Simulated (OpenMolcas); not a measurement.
# How basis sets differ on C2H7NSi (SMILES C=N[SiH2]C)

C2H7NSi: 11 atoms, total charge 0, spin state singlet. SMILES: `C=N[SiH2]C`. Geometry: relaxed at PBE0-D4/def2-TZVP. This is one conformer, not always the lowest.

Quantity: the HOMO–LUMO gap, in eV. The values are calculated.

| level | kind | program | value (eV) | CPU time |
| --- | --- | --- | --- | --- |
| HF/ANO-R0 (sfX2C) | Hartree–Fock | OpenMolcas | 14.02 | 8.7 s |
| HF/ANO-RCC-MB (DKH2) | Hartree–Fock | OpenMolcas | 15.47 | 6.2 s |
| HF/STO-3G | Hartree–Fock | OpenMolcas | 16.32 | 2.1 s |
| HF/3-21G | Hartree–Fock | OpenMolcas | 14.20 | 2.7 s |
| HF/ANO-XS-VDZ (DKH2) | Hartree–Fock | OpenMolcas | 13.93 | 6.2 s |
| HF/6-31G* (spherical functions) | Hartree–Fock | OpenMolcas | 14.32 | 6.2 s |

The values span 13.93 to 16.32 eV. A Hartree–Fock LUMO above zero doesn't converge with the basis: it sinks as sets grow more diffuse. Orbital gaps aren't excitation energies. CPU times are rough (shared hosts, several kinds of processor and program).
